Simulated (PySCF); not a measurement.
This PySCF input asks for the NMR shieldings of `InChI=1S/F4Si/c1-5(2,3)4`; the geometry comes from GFN2-xTB.

```python
import basis_set_exchange as bse
import numpy as np
from pyscf import gto, dft
from pyscf.prop import nmr

atoms = """
F    -1.255315   -0.027624   -0.936782
Si    0.001791    0.000633   -0.003484
F     1.290189   -0.257562   -0.855321
F     0.106931    1.400791    0.689878
F    -0.134973   -1.113384    1.088524
"""
names = dict.fromkeys(["F", "Si"], "pcSseg-1")
basis = {el: gto.basis.parse(bse.get_basis(n, elements=[el], fmt="nwchem")) for el, n in names.items()}
mol = gto.M(atom=atoms, basis=basis, charge=0, verbose=0)
mf = dft.RKS(mol, xc="PBE0")
mf.grids.level = 2
mf.grids.alignment = dft.numint.BLKSIZE   # the property module wants whole blocks of grid points
mf.conv_tol = 1e-9
mf.kernel()

calc = nmr.RKS(mf)   # GIAO
C = mf.mo_coeff
Co = C[:, mf.mo_occ > 0]
resp = mf.gen_response(singlet=True, hermi=2)
def vind(x):   # induced exchange potential for any number of trial vectors
    d = np.einsum("pi,xij,qj->xpq", C, 2 * x.reshape(-1, C.shape[1], Co.shape[1]), Co, optimize=True)
    return np.einsum("xpq,pi,qj->xij", resp(d - d.transpose(0, 2, 1)), C, Co, optimize=True).ravel()
mo1, _ = nmr.rhf.solve_mo1(calc, with_cphf=vind)
sigma = calc.kernel(mo1)
for i, s in enumerate(sigma):   # ppm
    print("%2d %-2s %9.2f" % (i, mol.atom_pure_symbol(i), np.trace(s) / 3))
```

Problem. What are the results?

Solution. 
```
 0 F     343.21
 1 Si    456.25
 2 F     343.21
 3 F     343.21
 4 F     343.21
```

These numbers come from an equivalent density-fitted implementation of the same equations, which agrees with the script to about 0.01 ppm for H and up to a few tenths of a ppm for heavy atoms, so last digits may differ.

Problem. Turn these shieldings into chemical shifts. δ = σ(ref) − σ, references computed at the same level: CFCl3 for 19F (σref 170.95); 29Si (σref 349.16) against TMS.

Solution. Averaging equivalent atoms: F 0/2/3/4: -172.3; Si 1: -107.1 ppm. Unscaled 19F shifts against computed CFCl3 carry errors that often reach 10 to 50 ppm.

Size and cost of the density-fitted run: 92 basis functions, 3.9 s wall time on 1 thread of an x86-64 server CPU, shared host.
